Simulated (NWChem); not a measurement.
**Correlation energy of Ge**

```xyz
1

Ge     0.0000     0.0000     0.0000
```
Charge 0, spin multiplicity 3.

Everything below was run with NWChem.

Basis set: def2-QZVP. Each correlation energy counts from its own Hartree-Fock reference.

```json
[
 {"method": "UMP2", "correlation energy (mHa)": "-235.5"},
 {"method": "SCS-UMP2", "correlation energy (mHa)": "-216.7"},
 {"method": "CCSD on UHF", "correlation energy (mHa)": "-235.3"},
 {"method": "CCSD[T] on UHF", "correlation energy (mHa)": "-243.9"},
 {"method": "CCSD(T) on UHF", "correlation energy (mHa)": "-242.9"},
 {"method": "CCSD on ROHF", "correlation energy (mHa)": "-239.0"},
 {"method": "CCSD[T] on ROHF", "correlation energy (mHa)": "-247.9"},
 {"method": "CCSD(T) on ROHF", "correlation energy (mHa)": "-247.0"}
]
```

The values span 31.2 mHa, from CCSD[T] on ROHF (lowest) to SCS-UMP2 (highest). 

The Hamiltonian is non-relativistic. The correlated methods keep 9 core orbitals frozen. The stability of the SCF solutions was not checked. Open-shell Hartree-Fock references start from PBE0 orbitals. Coupled-cluster values serve here as a point of comparison, not as the truth.
